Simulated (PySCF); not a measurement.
**Calculated NMR parameters of C[C@@H]1CC2(CC2)[C@@H]1B(O)O**

- Formula: C7H13BO2
- SMILES: C[C@@H]1CC2(CC2)[C@@H]1B(O)O
- InChI: InChI=1S/C7H13BO2/c1-5-4-7(2-3-7)6(5)8(9)10/h5-6,9-10H,2-4H2,1H3/t5-,6-/m1/s1
- Point group of the computed structure: C1
- Carbon signals: 7
- Proton signals: 10

Atoms are numbered as in `[CH3:1][C@@H:2]1[CH2:3][C:4]2([CH2:5][CH2:6]2)[C@@H:7]1[B:8]([OH:9])[OH:10]`. Hydrogens are named by the atom that carries them. Ha(C3) is cis to C1 on the ring; Ha(C5), Ha(C6) are pro-R; Hb(C5), Hb(C6) are pro-S; Hb(C3) is trans to C1 on the ring.

How the numbers were obtained: geometry: PBE0-D3(BJ)/def2-SVP, σ from GIAO-B97-2/pcSseg-1, in PySCF 2.14 (no solvent, non-relativistic, single conformer, fast rotation and ring inversion assumed for equivalent nuclei).

Chemical shifts δ = σref − σ; 1H (σ = 31.38 ppm) and 13C (σ = 183.69 ppm) against TMS; 11B (σ = 101.82 ppm) against BF3·OEt2; H2O for 17O (σ = 331.62 ppm), all at this level.

| carbon | δC, type | δH (multiplicity) | HMBC from (2–3 bonds) | span of the C tensor (ppm) |
| --- | --- | --- | --- | --- |
| C1 | 22.0, CH3 | 1.20 (d) | Hb(C3), H(C2), H(C7), Ha(C3) | 31 |
| C2 | 29.4, CH | 2.05 (m) | Hb(C3), H(C7), Ha(C3), H(C1) | 15 |
| C3 | 40.2, CH2 | Hb(C3) 2.48 (m); Ha(C3) 1.21 (m) | H(C2), Ha(C5), H(C7), H(C1), Hb(C6), Ha(C6), Hb(C5) | 35 |
| C4 | 18.5, C | – | Hb(C3), H(C2), Ha(C5), H(C7), Ha(C3), Hb(C6), Ha(C6), Hb(C5) | 90 |
| C5 | 14.3, CH2 | Ha(C5) 1.95 (m); Hb(C5) 0.18 (m) | Hb(C3), H(C7), Ha(C3), Hb(C6), Ha(C6) | 60 |
| C6 | 10.5, CH2 | Ha(C6) 0.19 (m); Hb(C6) 0.23 (m) | Hb(C3), Ha(C5), H(C7), Ha(C3), Hb(C5) | 61 |
| C7 | 31.2, CH | 1.93 (m) | Hb(C3), H(C2), Ha(C5), Ha(C3), H(C1), Hb(C6), Ha(C6), Hb(C5) | 33 |

Other nuclei:
```
       atoms  nucleus                        environment  δ (ppm)  σ (ppm)
H(O9)/H(O10)       1H  hydrogen on an oxygen bonded to B     3.41    27.97
          B8      11B             boron bonded to C, 2 O     30.0     71.8
      O9/O10      17O              oxygen bonded to B, H    122.0    209.6
```

- δC 40.2: sp3 CH2 in a ring; aliphatic region, no heteroatom directly attached.
- δC 22.0: methyl carbon; saturated and bonded to C and H only.
- δH 3.41: hydrogen on an oxygen bonded to B; exchangeable; this is the value without hydrogen bonding to other molecules.
- δH 1.95, 0.23, 0.19, 0.18: hydrogen on a three-membered-ring carbon.
- δH 1.20: hydrogen on a methyl carbon; far from electronegative atoms and π systems.

OH and NH positions are those of a molecule without intermolecular hydrogen bonds; in solution they move with solvent, concentration and temperature, and exchange usually removes their couplings. A carbon bonded to boron is broadened by the quadrupolar boron nucleus and is often missing from a measured spectrum. Shifts are as computed. Against solution values, carbons near 30 ppm lie about +1 ppm off and those near 130 ppm about +2 ppm. Of 1211 compounds with measured shifts, 218 miss one by over three times the rms of a fit or turn the order of signals round; such compounds aren't used in these exercises. Experimental scales use liquid or dissolved standards, which lie at an offset from isolated H2O (liquid H2O: subtract about 36 ppm). Multiplicities follow the n + 1 count of equivalent neighbours, as no J values were calculated; m marks all less simple cases, F and P coupling included.
